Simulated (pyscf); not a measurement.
A first-order saddle from PySCF, ωB97X-D3(BJ)/def2-SVP:

```xyz
12

As    -2.4505    -1.0143     0.6216
O     -0.5394    -0.1538     0.4065
Si     0.1998     0.1460    -1.0672
H     -3.7250    -0.1719     0.7772
H     -2.4409    -0.6373    -0.8755
H     -0.5666     1.1582    -1.8492
H      1.5673     0.6643    -0.7814
H      0.2835    -1.1185    -1.8489
Ga    -0.6592     0.8793     2.0369
H     -2.1011    -0.0388     2.1009
H     -0.9998     2.3655     1.6832
H      0.3347     0.3720     3.1292
```

Surface: singlet, charge 0. Lowest wavenumbers (cm⁻¹): 558i, 70, 89, 115, 132.

### Question
Name the species on either side of this saddle.

### Answer
H₃Si–O–AsH₂ (SMILES [SiH3]O[AsH2]) + GaH₃ (SMILES [GaH3]) ⇌ AsH₃ (SMILES [AsH3]) + H₃Si–O–GaH₂ (SMILES [SiH3][O][GaH2]), a four-centre exchange read from left to right: As–O, Ga–H broken and As–H, Ga–O formed. At ωB97M-D3(BJ)/def2-TZVP it lies +5.8 kcal/mol from the left side and +31.0 kcal/mol from the right (each side as separated species at their lowest minima found). On the reactant side the descent ends in an adduct with a Ga–O contact, 17.8 kcal/mol under the separated species and 19.3 kcal/mol under the saddle at ωB97X-D3(BJ)/def2-TZVP. On the product side the descent ends in a complex, 5.1 kcal/mol under the separated species and 31.6 kcal/mol under the saddle at ωB97X-D3(BJ)/def2-TZVP. What is counted as formed (Ga–O) is already present as a longer contact in the reactant adduct; forming that adduct is a step of its own. At ωB97X-D3(BJ)/def2-TZVP the barrier from the zero used here is 1.5 kcal/mol. H₃Si–O–AsH₂ lies 10.7 kcal/mol over its isomer HO–SiH₂–AsH₂ (electronic energy, ωB97M-D3(BJ)/def2-TZVP). One saddle was located; it need not be the lowest between these sides. Elements up to Kr have no core potential and no relativistic terms here.
